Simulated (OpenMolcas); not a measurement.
## I+: effect of correlating more closed shells

- Program: OpenMolcas 26.06
- Basis: ANO-RCC-VQZP [8s7p5d3f2g]
- Scalar Hamiltonian: DKH2, point nucleus
- Active space: 4 electrons in 3 orbitals (5p)
- State averaging: 2S+1 = 3 even, 3 roots; 2S+1 = 1 even, 6 roots
- Spin-orbit coupling: RASSI with atomic mean-field integrals over the reference wave functions, term energies averaged over their components

Methods on the same reference wave functions:
A. CASSCF
B. SS-CASPT2, IPEA 0.25 Eh, imaginary shift 0.1 Eh (closed shells correlated: 5s)
C. SS-CASPT2, IPEA 0.25 Eh, imaginary shift 0.1 Eh (closed shells correlated: 4d 5s)

Energies in cm⁻¹ above 5s² 5p⁴ ³P₂, the measured ground level; measured values from NIST Handbook of Basic Atomic Spectroscopic Data.

```
      Level      A      B      C  Measured
5s² 5p⁴ ³P₂    0.0    0.0    0.0       0.0
5s² 5p⁴ ³P₁   6231   6400   6410      7087
5s² 5p⁴ ³P₀   6570   6280   6240      6448
5s² 5p⁴ ¹D₂  15496  13470  13370     13727
5s² 5p⁴ ¹S₀  33155  29260  28950     29501
```

Deviations, from unrounded energies. A percentage is the sum of absolute deviations over the sum of measured energies, with the sign that they share, or ± where signs differ.

```
                        Against measurement  Levels      A     B     C
             mean absolute deviation (cm-1)       4   1600   340   450
      fine structure of the ground term (%)       2   ±7.2  -6.3  -6.5
other terms of the ground configuration (%)       2  +12.5  -1.2  -2.1
```

B lies closest to measurement on these levels and A furthest from it. The largest miss of B in the table is 5s² 5p⁴ ³P₁, by -690 cm-1. The ranking rests on the paired levels alone, and a cruder setting can come out closer through cancelling errors.

Between B and C the level of the table that moves most is 5s² 5p⁴ ¹S₀, by 320 cm-1 (lowest in C, highest in B). Moves below CASPT2's spread within the term are not significant.

The mean deviations of B to C differ by less than CASPT2's widest spread within a term (180 cm-1), so their order carries little weight.

From A to B the spin-free energies of the other terms of 5s² 5p⁴ shown, above ³P, scale by factors of 0.78 to 0.83.

The lowest spin-free term lies below A's lowest term by 0.104 hartree in B, 0.610 hartree in C.

What an inner shell adds also hangs on whether the basis holds functions to correlate it.

CASPT2 does not keep the components of a term degenerate, so their means are used; among the terms shown or strongly mixed into the levels shown the widest spread is 180 cm-1 (5s² 5p⁴ ¹D, C). With the s shell closed, the reference lacks s² → p² mixing. Computed and measured levels are paired by configuration, term and J; levels that our copy of the source lacks, or whose pairing is in doubt (as where it misses far off the trend of its configuration), stay unpaired and out of the deviations. Levels of configurations outside the active space are missing.
